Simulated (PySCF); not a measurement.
Calculated NMR parameters of C=C/C=C\OC(F)F

| Item | Value |
| --- | --- |
| Formula | C5H6F2O |
| SMILES | C=C/C=C\OC(F)F |
| Point group of the computed structure | C1 |
| Degrees of unsaturation | 2 |
| Carbon signals | 5 |
| Proton signals | 6 |

Bonds (- single, = double, # triple, : aromatic): C1=C2 1.329 Å, C2-C3 1.445 Å, C3=C4 1.332 Å, C4-O5 1.384 Å, O5-C6 1.343 Å, C6-F7 1.340 Å, C6-F8 1.360 Å. C1 carries H9, H10; C2 carries H11; C3 carries H12; C4 carries H13; C6 carries H14. Stereochemistry as in C=C/C=C\OC(F)F. H10 is cis to C3; H9 is trans to C3.

Calculated, not measured (PySCF 2.14.0 with density-fitted response routines): NMR shieldings at PBE0/pcSseg-1/GIAO, couplings computed with B3LYP/pcJ-1 (spin–dipole term only in couplings to heteroatoms), coordinates at the GFN2-xTB level. One computed conformer, rapidly exchanging positions averaged, isolated molecule, non-relativistic Hamiltonian.

Chemical shifts δ = σref − σ; 1H and 13C against TMS; 19F vs CFCl3; 17O vs H2O, all at this level.

| carbon | δC, type | δH (multiplicity, J in Hz) | HMBC from (abs. J ≥ 3 Hz) | span of the C tensor (ppm) |
| --- | --- | --- | --- | --- |
| C1 | 124.2, CH2 | H9 5.49 (ddd, 11.9, 1.8, 1.0); H10 5.50 (dd, 18.2, 1.2) | H12 | 204 |
| C2 | 137.4, CH | 7.23 (dtd, 18.2, 11.6, 1.3) | H13 | 242 |
| C3 | 120.8, CH | 5.64 (ddd, 11.3, 7.4, 1.0) | H11, H13, H10, H9 | 178 |
| C4 | 145.6, CH | 6.13 (dq, 7.4, 1.4) | H11, H14, H12 | 139 |
| C6 | 125.7, CH | 6.50 (t, 79.7) | H13 | 28 |

Other nuclei:
| atoms | nucleus | environment | δ (ppm) | σ (ppm) |
| --- | --- | --- | --- | --- |
| F7/F8 | 19F | fluorine of a CF2 group | -93.0 | 263.9 |
| O5 | 17O | ether oxygen | 176.2 | 159.8 |

Selected couplings (Hz, signed; the shortest-range and largest first, 30 at most; isotopes 13C, 19F, 1H): 1J(C6,F7) -317.9, 1J(C6,H14) 215.7, 1J(C4,H13) 191.2, 1J(C1,H9) 167.3, 1J(C3,H12) 166.2, 1J(C2,H11) 163.8, 1J(C1,H10) 161.8, 1J(C3,C4) 93.1, 1J(C1,C2) 78.1, 1J(C2,C3) 57.7, 2J(F7,H14) 79.7, 2J(C4,C6) 3.4, 2J(C2,C4) -3.1, 2J(C1,C3) 1.0, 3J(H10,H11) 18.2, 3J(H9,H11) 11.9, 3J(H11,H12) 11.3, 3J(C1,C4) 8.2, 3J(H12,H13) 7.4, 3J(C3,C6) 5.3, 3J(C4,F7) 1.7, 4J(H11,H13) -1.3, 4J(C3,F7) 1.3, 4J(H9,H12) -1.0.

- Carbon types of the structure: 4 × CH, 1 × CH2, which accounts for all hydrogens.
- δC 145.6: alkene carbon bearing oxygen; an sp2 carbon further deshielded by the attached heteroatom.
- δC 137.4: alkene CH; an sp2 carbon of a C=C bond.
- δC 125.7: sp3 CH bonded to 2 F and O; 3 electronegative neighbours deshield it.
- δC 124.2: terminal =CH2 carbon; an sp2 carbon of a C=C bond.
- δC 120.8: β carbon of an enol-ether or enamine type C=C.
- The protons at 5.50 and 7.23 share a coupling of 18.2 Hz (vicinal, trans across C=C).
- The protons at 5.49 and 7.23 share a coupling of 11.9 Hz (vicinal, cis across C=C).
- The protons at 7.23 and 5.64 share a coupling of 11.3 Hz (vicinal).
- The protons at 5.64 and 6.13 share a coupling of 7.4 Hz (vicinal, cis across C=C).

C–F couplings over four or more bonds (about 3 Hz to the para carbon of a fluoroarene) are left out. Common functionals overestimate the size of one-bond C–F couplings by tens of Hz; these are unscaled. Splittings below 1 Hz are ignored in the labels, and close J values are merged. Unscaled 3J(H,H) at this level run about 10 % above measured values. Shifts are as computed. Against solution values, carbons near 30 ppm lie about +3 ppm off and those near 130 ppm about +5 ppm. Of 1211 compounds with measured shifts, 218 miss one by over three times the rms of a fit or turn the order of signals round; such compounds aren't used in these exercises. Unscaled 19F shifts against computed CFCl3 carry errors that often reach 10 to 50 ppm. Experimental scales use liquid or dissolved standards, which lie at an offset from isolated H2O (liquid H2O: subtract about 36 ppm).
